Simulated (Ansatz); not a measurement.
Computed with Ansatz on PBE0-D4/def2-TZVP structures; ΔE is electronic, products minus reactants. CCSD(T)/CBS adds triple-zeta CCSD(T) − MP2 to the extrapolated MP2 energy (def2 sets, frozen cores). DFT in def2-TZVPP. B3LYP here is the variant with VWN-RPA as its local correlation; programs differ in this. Elements past krypton have def2 core potentials. For Te outer-core shells are correlated without core-valence functions, which leaves a few kJ/mol of doubt a bond. Each species was taken in one conformer, which may not be the lowest.

`O[Si](O)(S)[TeH]` + `C[CH2][AlH2]` → `C[CH2][AlH][TeH]` + `O[SiH](O)S`  (formal exchange of groups at a Te–Si bond)

`O[Si](O)(S)[TeH]`:

```xyz
9

O    -1.363    0.413   -0.418
Si    0.083   -0.267   -0.052
O     0.292   -1.786   -0.623
S     0.112   -0.270    2.076
Te    1.966    0.893   -1.187
H    -1.463    0.715   -1.325
H    -0.161   -2.490   -0.153
H    -1.009    0.468    2.144
H     1.543    2.323   -0.463
```

`C[CH2][AlH2]`:

Z-matrix (Å, degrees):
```
C
C 1 1.528
H 1 1.093 2 111.7
H 1 1.094 2 112.2 3 120.4
H 1 1.093 2 111.7 3 -119.2
Al 2 1.958 1 116.9 3 59.6
H 2 1.099 1 110.4 3 -177.4
H 2 1.099 1 110.4 3 -63.2
H 6 1.592 2 121.0 1 -0.5
H 6 1.592 2 119.8 1 179.5
```

`C[CH2][AlH][TeH]`:

```xyz
11

C     0.413   -1.157    0.568
C     0.955   -0.006   -0.274
Al   -0.284    1.427   -0.765
Te   -2.710    1.391   -0.040
H    -0.405   -1.676    0.062
H     1.184   -1.901    0.786
H     0.021   -0.805    1.526
H     1.801    0.477    0.234
H     1.379   -0.384   -1.214
H     0.141    2.684   -1.635
H    -2.494   -0.050    0.752
```

`O[SiH](O)S`:

Cartesian coordinates in Å:
```
O 0.357 0.160 1.421
Si -0.109 0.514 -0.113
O -1.686 0.115 -0.210
S 1.170 -0.473 -1.511
H 1.300 0.073 1.571
H -0.003 1.943 -0.468
H -1.987 -0.634 0.308
H 0.959 -1.698 -0.997
```

```tsv
level	ΔE (kcal/mol)
B2PLYP	-17.8
B3LYP	-17.6
CCSD(T)/def2-TZVPP	-18.3
SCS-MP2/def2-QZVPP	-17.7
```

(1) What does CCSD(T)/CBS give? (An estimate is asked.)

Largest T1 diagnostic among the species: 0.012.

## Answers

(1) Ansatz gave: -17.6 kcal/mol. The listed levels differ from it by -0.2, 0.0, -0.7, -0.1 kcal/mol.

The D4 term adds +1.4 kcal/mol with B3LYP and +0.7 kcal/mol with PBE0; it sums over pairs of atoms, weighted by their polarisabilities, and B3LYP, whose exchange is more repulsive, gets the larger term. In def2-TZVPP, CCSD(T) changes the Hartree–Fock value by +1.3 kcal/mol (the triples alone add +0.2 kcal/mol) and MP2 by +1.6 kcal/mol.
